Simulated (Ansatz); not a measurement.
Basis-set extrapolation for C3H8AlN (PBE0-D4/def2-TZVP geometry, frozen core, Ansatz). Multiplicity 1, RHF reference.

|  | def2-TZVPP | def2-QZVPP |
| --- | --- | --- |
| HF | -414.664622 | -414.679633 |
| MP2 correlation | -0.812539 | -0.865314 |
| CCSD(T) correlation | -0.891232 | not run |

Energies in hartree. Use E(X) = E(∞) + A·exp(−7.88·√X) for Hartree–Fock and E(X) = E(∞) + B·X^(−2.97) for correlation, with X = 3 and 4, and add CCSD(T) minus MP2 of the smaller set to the MP2 limit.

Q: What is the CCSD(T) energy at the basis-set limit?

A: HF limit: -414.679633 + (-0.015011) × 0.13774 = -414.68170. MP2 limit: -0.865314 + (-0.052775) × 0.74074 = -0.90441. Higher-order term: -0.891232 − (-0.812539) = -0.07869. Total: -415.66480 hartree, 2.96 eV below CCSD(T)/def2-TZVPP.
